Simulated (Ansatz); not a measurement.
This geometry of CH8AlNSi (12 atoms, charge 0, multiplicity 1) is a first-order saddle point.

All numbers below come from RKS PBE-D4/6-31G (Ansatz 0.2.0).

```xyz
12
Properties=species:S:1:pos:R:3
C 0.193 1.501 -0.201
N -0.043 0.077 0.151
Al -0.687 -0.415 1.781
Si 0.344 -1.153 -1.127
H -0.414 1.814 -1.072
H -0.082 2.149 0.650
H 1.255 1.693 -0.442
H -0.995 0.770 2.834
H -0.887 -2.000 2.011
H -0.875 -1.959 -1.535
H 0.856 -0.402 -2.340
H 1.412 -2.132 -0.677
```

Task: Which two structures does it join? (They come from a converged band through this point; their orientation in space is the band's.)

Result: No bond is made or broken. The dihedral Al3–N2–Si4–H12 goes from 2 to -121°. The two ends are copies of one structure, up to a mirror image or an exchange of like atoms.

First end point:

```xyz
12
Properties=species:S:1:pos:R:3
C -0.400 1.416 -0.315
N -0.020 0.064 0.162
Al 0.053 -0.352 1.933
Si 0.367 -1.127 -1.143
H -1.288 1.376 -0.977
H -0.646 2.071 0.538
H 0.425 1.892 -0.881
H -0.331 0.847 2.947
H 0.493 -1.851 2.329
H -0.818 -1.290 -2.082
H 1.544 -0.652 -1.982
H 0.698 -2.450 -0.493
```

Last end point:

```xyz
12
Properties=species:S:1:pos:R:3
C 0.367 1.460 -0.105
N -0.060 0.062 0.148
Al -0.975 -0.410 1.651
Si 0.395 -1.126 -1.138
H -0.077 1.856 -1.039
H 0.049 2.115 0.725
H 1.468 1.536 -0.193
H -1.288 0.794 2.681
H -1.387 -1.958 1.825
H -0.101 -2.489 -0.718
H -0.217 -0.738 -2.475
H 1.904 -1.157 -1.328
```

Task: How far does it lie above each of them?

Result: 2.2 kcal/mol above the first and 2.2 kcal/mol above the second. This is the barrier of this one path; another mechanism may lie lower. Limits of this set-up: no polarisation functions.

Run time: 2.6 min on 1 CPU thread of a shared host.
